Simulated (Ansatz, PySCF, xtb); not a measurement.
Pair of molecules: HF (SMILES F) (first 2 atoms) with N2 (SMILES N#N); geometry from B3LYP-D3(BJ)/def2-TZVP, rigid monomers moved along the line of their centres of mass till H2···N4 is 1.83 Å.
(charge 0, multiplicity 1):
```csv
atom,x (Å),y (Å),z (Å)
F,-0.3906,-0.2074,-0.6506
H,-0.2831,-0.1725,0.2706
N,0.0558,-0.0648,3.1672
N,-0.0708,-0.1047,2.0856
```

Monomers are frozen at their geometry in the pair; levels with a basis set take the counterpoise correction. Rows marked so take none.

Rows in 3-21G, 6-31G* carry no dispersion term and start afresh at each structure (6-31G* with six Cartesian d functions).

Run with Ansatz (a first-principles code); PySCF for 3-21G rows, 6-31G* rows, the dispersion terms; xtb for the GFN methods. Values without a source in brackets are computed.

Problem. One of these levels gives -1.40 kcal/mol for the interaction energy. Which one is it?
A. B3LYP/3-21G (no counterpoise)
B. BP86/6-31G* (no counterpoise)
C. PBE-D3(BJ)/def2-TZVPPD
D. GFN-FF

Solution. B, BP86/6-31G* (no counterpoise). The others give -0.81 (GFN-FF), -2.50 (PBE-D3(BJ)/def2-TZVPPD), -5.66 (B3LYP/3-21G (no counterpoise))
